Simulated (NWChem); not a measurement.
System: CH₉NSi₂; SMILES C[Si@@H](N)[SiH3]

Here is an NWChem input.

```
start job
memory heap 200 mb stack 900 mb global 1100 mb
geometry units angstroms noautosym nocenter noautoz
  C     -1.548999     1.343743     0.206104
  Si     0.054163     0.543934    -0.390280
  N      1.417480     1.386306     0.337277
  Si     0.000180    -1.772618     0.101825
  H     -1.538292     2.431245    -0.010206
  H     -1.678356     1.208369     1.299564
  H     -2.426757     0.889184    -0.296515
  H      0.213230     0.709045    -1.880663
  H      1.502038     1.328800     1.357549
  H      2.337054     1.202907    -0.076392
  H      1.265994    -2.453822    -0.358242
  H     -0.091429    -1.974003     1.596623
  H     -1.165453    -2.500928    -0.523399
end
basis spherical
  * library 6-31+g*
end
dft
  xc xpbe96 cpbe96
  iterations 150
end
property
  response 1 0.0
end
task dft property
```

The geometry was optimised at PBE-D3(BJ)/def2-SVP. No frequency run checked for a minimum.

Static field.

**Question.** What results follow from this input? (PBE/6-31+G* (spherical d).) Quantities: isotropic polarisability (bohr³); anisotropy (bohr³).

**Answer.** 
| Property | Result |
|---|---|
| isotropic polarisability (bohr³) | 80.6 |
| anisotropy (bohr³) | 23.7 |
